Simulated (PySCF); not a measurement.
## NMR parameters from quadrupole coupling constants

Compound: 1,3-propanesultone, C3H6O3S.
SMILES with atom numbers: `[O:1]=[S:2]1(=[O:3])[CH2:4][CH2:5][CH2:6][O:7]1` (hydrogens: H8, H9 on C4; H10, H11 on C5; H12, H13 on C6)

Cartesian coordinates in Å at the PBE0-D3(BJ)/def2-SVP level; atoms count from 1:
```
atom  x, y, z in Å
O1     2.411   -0.392   -0.904
S2     1.352   -0.368    0.077
O3     1.610   -0.616    1.482
C4     0.287    1.098   -0.064
C5    -1.071    0.553   -0.490
C6    -1.076   -0.921   -0.083
O7     0.203   -1.423   -0.436
H8     0.293    1.559    0.932
H9     0.758    1.769   -0.793
H10   -1.901    1.108   -0.032
H11   -1.174    0.622   -1.583
H12   -1.248   -1.049    1.001
H13   -1.818   -1.514   -0.633
```

Computed at PBE0/pcSseg-1 (PySCF, non-relativistic):

| atom | environment | nucleus | spin I | Q (b) | CQ = χzz (MHz) | η |
| --- | --- | --- | --- | --- | --- | --- |
| O1 | sulfonyl oxygen | 17O | 5/2 | -0.0256 | -8.606 | 0.204 |
| S2 | sulfonyl sulfur | 33S | 3/2 | -0.0678 | -14.279 | 0.095 |
| O3 | sulfonyl oxygen | 17O | 5/2 | -0.0256 | -8.437 | 0.196 |
| O7 | oxygen bonded to C and S | 17O | 5/2 | -0.0256 | 11.084 | 0.940 |

PQ = |CQ|√(1 + η²/3), νQ = 3|CQ|/[2I(2I − 1)], ν0 = |g|·7.62259 MHz/T·B with g(17O) = −0.75752, g(33S) = 0.42921: values at 11.75 T?

| atom | PQ (MHz) | νQ (MHz) | ν0 (MHz) | νQ/ν0 |
| --- | --- | --- | --- | --- |
| O1 | 8.665 | 1.291 | 67.85 | 0.019 |
| S2 | 14.30 | 7.139 | 38.44 | 0.186 |
| O3 | 8.491 | 1.266 | 67.85 | 0.019 |
| O7 | 12.61 | 1.663 | 67.85 | 0.025 |

For O1: PQ = 8.606 × 1.0069, νQ = 8.606 × 0.1500, ν0 = 5.7742 MHz/T × 11.75 T.

For half-integer spins with νQ below a tenth of ν0, find the second-order shift of the centre of gravity of the central transition at 11.75, 14.1 and 18.8 T.

δ = −(3/40)(PQ/ν0)² [I(I + 1) − 3/4]/[I²(2I − 1)²], in ppm:

| site | 11.75 T | 14.1 T | 18.8 T |
| --- | --- | --- | --- |
| 17O at O1 | -97.9 | -68 | -38.2 |
| 17O at O3 | -94 | -65.3 | -36.7 |
| 17O at O7 | -207 | -144 | -81 |

In the extreme-narrowing limit, with isotropic tumbling and one correlation time, the quadrupolar linewidth goes as PQ². What relative widths follow for the 17O sites?

O7 1, O1 0.47, O3 0.45, with O7 as 1.

Quadrupolar 1/T1 and linewidth for τc = 1 ps (extreme narrowing, isotropic tumbling)?

1/T1 = 1/T2 = (3π²/10)(2I + 3)/[I²(2I − 1)] × PQ² × τc; the width is 1/(πT2).

```json
{"site": "17O at O1", "spin factor (2I + 3)/[I²(2I − 1)]": "0.320", "1/T1 (s⁻¹)": "71.1", "T1 (ms)": "14.1", "linewidth (Hz)": "22.6"}
{"site": "33S at S2", "spin factor (2I + 3)/[I²(2I − 1)]": "1.333", "1/T1 (s⁻¹)": "807", "T1 (ms)": "1.24", "linewidth (Hz)": "257"}
{"site": "17O at O3", "spin factor (2I + 3)/[I²(2I − 1)]": "0.320", "1/T1 (s⁻¹)": "68.3", "T1 (ms)": "14.6", "linewidth (Hz)": "21.7"}
{"site": "17O at O7", "spin factor (2I + 3)/[I²(2I − 1)]": "0.320", "1/T1 (s⁻¹)": "151", "T1 (ms)": "6.64", "linewidth (Hz)": "48"}
```

Geometry: PBE0-D3(BJ)/def2-SVP, one conformer, isolated molecule. With a basis this small, the couplings can be 20 % off.
